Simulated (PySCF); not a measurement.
Ge(H)(NMe2) (C2H7GeN), SMILES C[N](C)[GeH] (connectivity only; charge and spin as stated), neutral, multiplicity 1.

Geometry: PBE0-D3(BJ)/def2-SVP. The structure was generated by enumeration; whether it is a known compound was not checked.

All values below come from PBE0-D3(BJ)/def2-SVP in PySCF.

Frequencies are harmonic and unscaled.

Problem. Give all harmonic wavenumbers and intensities. (Estimate from the structure and the level; the computed values follow.)

Solution. 
```json
[
 {"mode": "1", "ν (cm⁻¹)": "202", "IR (km/mol)": "1.9", "Raman (Å⁴/amu)": "0.2", "depolarisation": "0.75", "moving atoms (share of kinetic energy)": "H 83 %, N 14 %"},
 {"mode": "2", "ν (cm⁻¹)": "236", "IR (km/mol)": "0.5", "Raman (Å⁴/amu)": "0.0", "depolarisation": "–", "moving atoms (share of kinetic energy)": "H 93 %"},
 {"mode": "3", "ν (cm⁻¹)": "294", "IR (km/mol)": "0.1", "Raman (Å⁴/amu)": "0.5", "depolarisation": "0.26", "moving atoms (share of kinetic energy)": "C 45 %, H 26 %, N 18 %, Ge 11 %"},
 {"mode": "4", "ν (cm⁻¹)": "328", "IR (km/mol)": "10.9", "Raman (Å⁴/amu)": "0.2", "depolarisation": "0.75", "moving atoms (share of kinetic energy)": "N 49 %, H 44 %"},
 {"mode": "5", "ν (cm⁻¹)": "345", "IR (km/mol)": "3.0", "Raman (Å⁴/amu)": "7.4", "depolarisation": "0.38", "moving atoms (share of kinetic energy)": "C 47 %, H 30 %, Ge 20 %"},
 {"mode": "6", "ν (cm⁻¹)": "418", "IR (km/mol)": "1.6", "Raman (Å⁴/amu)": "18.5", "depolarisation": "0.75", "moving atoms (share of kinetic energy)": "H 97 %"},
 {"mode": "7", "ν (cm⁻¹)": "583", "IR (km/mol)": "21.8", "Raman (Å⁴/amu)": "17.5", "depolarisation": "0.18", "moving atoms (share of kinetic energy)": "C 39 %, H 24 %, N 23 %, Ge 14 %"},
 {"mode": "8", "ν (cm⁻¹)": "794", "IR (km/mol)": "42.0", "Raman (Å⁴/amu)": "24.2", "depolarisation": "0.73", "moving atoms (share of kinetic energy)": "H 95 %"},
 {"mode": "9", "ν (cm⁻¹)": "1025", "IR (km/mol)": "84.0", "Raman (Å⁴/amu)": "24.6", "depolarisation": "0.57", "moving atoms (share of kinetic energy)": "C 39 %, H 37 %, N 23 %"},
 {"mode": "10", "ν (cm⁻¹)": "1073", "IR (km/mol)": "1.5", "Raman (Å⁴/amu)": "3.5", "depolarisation": "0.75", "moving atoms (share of kinetic energy)": "H 72 %, C 25 %"},
 {"mode": "11", "ν (cm⁻¹)": "1104", "IR (km/mol)": "0.8", "Raman (Å⁴/amu)": "1.4", "depolarisation": "0.75", "moving atoms (share of kinetic energy)": "H 80 %, C 20 %"},
 {"mode": "12", "ν (cm⁻¹)": "1157", "IR (km/mol)": "5.1", "Raman (Å⁴/amu)": "0.1", "depolarisation": "0.75", "moving atoms (share of kinetic energy)": "H 68 %, C 20 %, N 12 %"},
 {"mode": "13", "ν (cm⁻¹)": "1254", "IR (km/mol)": "52.1", "Raman (Å⁴/amu)": "5.3", "depolarisation": "0.66", "moving atoms (share of kinetic energy)": "N 59 %, C 27 %, H 14 %"},
 {"mode": "14", "ν (cm⁻¹)": "1292", "IR (km/mol)": "17.1", "Raman (Å⁴/amu)": "33.7", "depolarisation": "0.34", "moving atoms (share of kinetic energy)": "N 39 %, H 38 %, C 23 %"},
 {"mode": "15", "ν (cm⁻¹)": "1417", "IR (km/mol)": "1.9", "Raman (Å⁴/amu)": "16.6", "depolarisation": "0.75", "moving atoms (share of kinetic energy)": "H 85 %, C 15 %"},
 {"mode": "16", "ν (cm⁻¹)": "1444", "IR (km/mol)": "17.0", "Raman (Å⁴/amu)": "3.9", "depolarisation": "0.61", "moving atoms (share of kinetic energy)": "H 82 %, C 18 %"},
 {"mode": "17", "ν (cm⁻¹)": "1449", "IR (km/mol)": "0.9", "Raman (Å⁴/amu)": "27.7", "depolarisation": "0.75", "moving atoms (share of kinetic energy)": "H 97 %"},
 {"mode": "18", "ν (cm⁻¹)": "1460", "IR (km/mol)": "16.3", "Raman (Å⁴/amu)": "3.0", "depolarisation": "0.75", "moving atoms (share of kinetic energy)": "H 97 %"},
 {"mode": "19", "ν (cm⁻¹)": "1468", "IR (km/mol)": "21.8", "Raman (Å⁴/amu)": "9.4", "depolarisation": "0.69", "moving atoms (share of kinetic energy)": "H 96 %"},
 {"mode": "20", "ν (cm⁻¹)": "1492", "IR (km/mol)": "3.6", "Raman (Å⁴/amu)": "41.3", "depolarisation": "0.63", "moving atoms (share of kinetic energy)": "H 95 %"},
 {"mode": "21", "ν (cm⁻¹)": "1892", "IR (km/mol)": "374.8", "Raman (Å⁴/amu)": "166.2", "depolarisation": "0.40", "moving atoms (share of kinetic energy)": "H 99 %"},
 {"mode": "22", "ν (cm⁻¹)": "3000", "IR (km/mol)": "40.7", "Raman (Å⁴/amu)": "61.5", "depolarisation": "0.48", "moving atoms (share of kinetic energy)": "H 97 %"},
 {"mode": "23", "ν (cm⁻¹)": "3006", "IR (km/mol)": "117.9", "Raman (Å⁴/amu)": "352.9", "depolarisation": "0.03", "moving atoms (share of kinetic energy)": "H 97 %"},
 {"mode": "24", "ν (cm⁻¹)": "3064", "IR (km/mol)": "56.5", "Raman (Å⁴/amu)": "214.3", "depolarisation": "0.75", "moving atoms (share of kinetic energy)": "H 91 %, C 9 %"},
 {"mode": "25", "ν (cm⁻¹)": "3073", "IR (km/mol)": "7.1", "Raman (Å⁴/amu)": "48.4", "depolarisation": "0.75", "moving atoms (share of kinetic energy)": "H 90 %, C 10 %"},
 {"mode": "26", "ν (cm⁻¹)": "3146", "IR (km/mol)": "7.4", "Raman (Å⁴/amu)": "43.2", "depolarisation": "0.75", "moving atoms (share of kinetic energy)": "H 91 %, C 9 %"},
 {"mode": "27", "ν (cm⁻¹)": "3176", "IR (km/mol)": "4.5", "Raman (Å⁴/amu)": "38.8", "depolarisation": "0.75", "moving atoms (share of kinetic energy)": "H 91 %, C 9 %"}
]
```
